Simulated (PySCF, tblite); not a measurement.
Isomers of C6H11N2P. Computed values, GFN2-xTB/tblite, gas phase, harmonic and unscaled. Errors from tens to a few hundred cm⁻¹ against measured bands are possible. One conformer each.

Electronic energies: PBE0/pcSseg-1 single points on the GFN2-xTB geometries (PySCF, gas phase).

```
            SMILES  electronic energy, lowest = 0 (kJ/mol)
CC(C)(C)c1n[nH]cp1                                    10.2
   Cc1nn(C(C)C)cp1                                     0.0
       CCCCn1cpcn1                                    25.4
   CN(C)c1cn(C)cp1                                    49.3
       CCCn1ncpc1C                                    14.3
  CN=P1(NC)C=CC=C1                                   183.0
     CCCn1cpc(C)n1                                     8.2
     CC(C)Cn1cpcn1                                    19.6
   CN(C)/C=P/CCC#N                                   113.3
```

Q: How do GFN2-xTB zero-point energies change the relative energies?

A: 
| SMILES | ZPE (kJ/mol) | of it from modes above 1550 cm⁻¹ | electronic (kJ/mol) | with ZPE, lowest = 0 (kJ/mol) | lowest mode (cm⁻¹) | rings |
| --- | --- | --- | --- | --- | --- | --- |
| Cc1nn(C(C)C)cp1 | 430.8 | 199.8 | 0.0 | 0.0 | 29 | 1 |
| CCCn1cpc(C)n1 | 432.4 | 198.7 | 8.2 | 9.8 | 35 | 1 |
| CC(C)(C)c1n[nH]cp1 | 431.9 | 202.1 | 10.2 | 11.3 | 19 | 1 |
| CCCn1ncpc1C | 433.6 | 198.6 | 14.3 | 17.1 | 37 | 1 |
| CC(C)Cn1cpcn1 | 434.1 | 199.6 | 19.6 | 22.9 | 39 | 1 |
| CCCCn1cpcn1 | 435.1 | 198.8 | 25.4 | 29.7 | 30 | 1 |
| CN(C)c1cn(C)cp1 | 427.4 | 197.3 | 49.3 | 46.0 | 30 | 1 |
| CN(C)/C=P/CCC#N | 421.5 | 209.8 | 113.3 | 104.0 | 36 | 0 |
| CN=P1(NC)C=CC=C1 | 418.2 | 210.0 | 183.0 | 170.4 | 61 | 1 |

The zero-point energies span 16.9 kJ/mol, from `CN=P1(NC)C=CC=C1` to `CCCCn1cpcn1`. The order is unchanged.

Q: And how do the electronic energies of GFN2-xTB itself compare?

A: `Cc1nn(C(C)C)cp1` 0.0; `CCCn1cpc(C)n1` 8.6; `CC(C)(C)c1n[nH]cp1` 25.8; `CCCn1ncpc1C` 8.9; `CC(C)Cn1cpcn1` 16.9; `CCCCn1cpcn1` 23.5; `CN(C)c1cn(C)cp1` 8.8; `CN(C)/C=P/CCC#N` 174.1; `CN=P1(NC)C=CC=C1` 136.6 kJ/mol, lowest = 0. Against the energies above, taken from the same isomer `Cc1nn(C(C)C)cp1`, the largest difference is 60.8 kJ/mol.

Q: What do entropy and thermal enthalpy add at 298.15 K and 1 bar (rigid rotor, harmonic oscillator, one conformer each)?

A: 
| SMILES | point group | symmetry number | S (J/(mol K)) | H − H(0) (kJ/mol) | ZPE + H − H(0) − TS (kJ/mol) |
| --- | --- | --- | --- | --- | --- |
| Cc1nn(C(C)C)cp1 | Cs | 1 | 427.5 | 29.74 | 333.1 |
| CCCn1cpc(C)n1 | C1 | 1 | 423.1 | 29.08 | 335.3 |
| CCCn1ncpc1C | C1 | 1 | 412.3 | 28.46 | 339.1 |
| CC(C)Cn1cpcn1 | C1 | 1 | 409.0 | 27.78 | 339.9 |
| CCCCn1cpcn1 | C1 | 1 | 415.0 | 27.66 | 339.1 |
| CN(C)c1cn(C)cp1 | C1 | 1 | 428.9 | 30.37 | 329.9 |
| CN(C)/C=P/CCC#N | C1 | 1 | 455.8 | 33.26 | 318.9 |
| CN=P1(NC)C=CC=C1 | C1 | 1 | 428.8 | 31.43 | 321.8 |

Not tabulated: `CC(C)(C)c1n[nH]cp1` (lowest mode only 19 cm⁻¹).
